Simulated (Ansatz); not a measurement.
`CC[O][Zr]([OH])([Cl])[O]C`, charge 0, multiplicity 1.

Task: Give a relaxed structure at PBE0-D4/def2-TZVP (Ansatz). (Best estimate.)

Result: The calculation gave: 
Cartesian coordinates in Å:
```
C -1.007 -2.689 -0.545
C -1.691 -1.357 -0.336
O -0.870 -0.463 0.354
Zr 0.425 0.644 1.206
O 1.982 -0.387 1.643
Cl -0.535 1.562 3.192
O 0.890 2.071 0.031
C 1.208 3.043 -0.908
H -1.667 -3.376 -1.081
H -0.092 -2.566 -1.129
H -0.744 -3.142 0.414
H -2.617 -1.491 0.235
H -1.965 -0.914 -1.302
H 2.796 -0.873 1.724
H 0.633 2.895 -1.828
H 0.980 4.038 -0.514
H 2.274 3.005 -1.155
```
This is one stationary point; other conformers may exist.
